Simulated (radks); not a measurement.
Results of a calculation; reference values are marked as such.
How relativity changes the ionisation of the thallium ion Tl62+ ([Ar] 3d1) to Tl63+ ([Ar]). Spin-unpolarised spherical Kohn-Sham, PBEsol, point nucleus unless stated (finite: rms radius 5.4759 fm), a radial shooting solver on a logarithmic mesh with Libxc functionals. A level marked "c x" has the speed of light scaled by that factor and shares open shells by 2j + 1; other Dirac levels either fill j = l - 1/2 first or share by 2j + 1.

non-rel.: E(Tl62+) (hartree) -14876.4522; E(Tl63+) (hartree) -14633.7502; IE (eV) 6604.3; HOMO 3d; <r> HOMO (bohr) 0.1501
scalar-rel.: E(Tl62+) (hartree) -16110.1590; E(Tl63+) (hartree) -15865.8752; IE (eV) 6647.3; HOMO 3d; <r> HOMO (bohr) 0.1477
scalar-rel., finite nucleus: E(Tl62+) (hartree) -16104.9282; E(Tl63+) (hartree) -15860.6418; IE (eV) 6647.4; HOMO 3d; <r> HOMO (bohr) 0.1477
Dirac, 2j+1 shares: E(Tl62+) (hartree) -16151.5049; E(Tl63+) (hartree) -15907.2586; IE (eV) 6646.3; HOMO 3d5/2; <r> HOMO (bohr) 0.1493
Dirac, low j first: E(Tl62+) (hartree) -16154.2182; E(Tl63+) (hartree) -15907.2586; IE (eV) 6720.1; HOMO 3d3/2; <r> HOMO (bohr) 0.1452
Dirac, 2j+1 shares, finite nucleus: E(Tl62+) (hartree) -16146.2094; E(Tl63+) (hartree) -15901.9603; IE (eV) 6646.4; HOMO 3d5/2; <r> HOMO (bohr) 0.1493
Dirac, c x 1.5: E(Tl62+) (hartree) -15382.1085; E(Tl63+) (hartree) -15138.6889; IE (eV) 6623.8; HOMO 3d5/2; <r> HOMO (bohr) 0.1497
Dirac, c x 2: E(Tl62+) (hartree) -15151.0390; E(Tl63+) (hartree) -14907.9285; IE (eV) 6615.4; HOMO 3d5/2; <r> HOMO (bohr) 0.1499
Dirac, c x 10: E(Tl62+) (hartree) -14886.9961; E(Tl63+) (hartree) -14644.2776; IE (eV) 6604.7; HOMO 3d5/2; <r> HOMO (bohr) 0.1501

NIST Atomic Spectra Database: 6714 eV (theoretical). The relativistic part of the total energy of Tl62+ is -1270 hartree (Dirac, 2j+1 shares, finite nucleus), 8.5 % of the non-relativistic value. Spin polarisation and multiplet splitting of open shells are left out at every level.

Beside tabulated values, note that relativity, absent from the non-relativistic runs, is large for the heavy elements, and spin-unpolarised runs miss the spin-polarisation part of the exchange energy of open shells, and scalar-relativistic runs lack spin-orbit coupling.
